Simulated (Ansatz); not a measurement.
A made-up structure of MgAlH2ClO, singlet:

```xyz
6
angstrom
O 0.0823 1.6192 -2.5562
Mg 0.1102 0.5542 -0.8955
Al 0.1992 -1.0815 1.6435
Cl -1.8880 -1.4404 2.7295
H -0.0569 2.2010 -3.4322
H 1.5533 -1.8525 2.5108
```

It is relaxed with PBE-D4/def2-SVP and then PBE0-D4/def2-TZVP (Ansatz 0.2.0). Atoms count as bonded within 1.22 times the sum of their covalent radii (H–H: 0.88 Å). The end point is not checked to be a true minimum.

**Question.** Does its bonding change? (A judgement: the text doesn't fix the answer.)

**Answer.** By the calculation: No: no bond forms or breaks.

Where it ends: The first stage lowers the energy by 1.15 eV in 5 steps. It ends as MgAlH₂ClO ([OH][Mg][AlH][Cl]):
```
6
angstrom
O 0.0701 1.4458 -2.2815
Mg 0.0959 0.4948 -0.7989
Al 0.1771 -0.9658 1.4678
Cl -1.6860 -1.2869 2.4384
H -0.0459 1.9648 -3.0652
H 1.3888 -1.6528 2.2394
```

Labels in which every atom is bracketed show which atoms are joined, not bond orders.

For scale, one of the runs: PBE0-D4/def2-TZVP relaxation, 149 basis functions, launched by `ansatz run in.yaml --threads 2 --pin off --events-out ev --progress --plain --max-ram 4352MiB`. Hardware: 2 CPU threads of an Arm Neoverse V2, shared host. Wall time about 26 s.
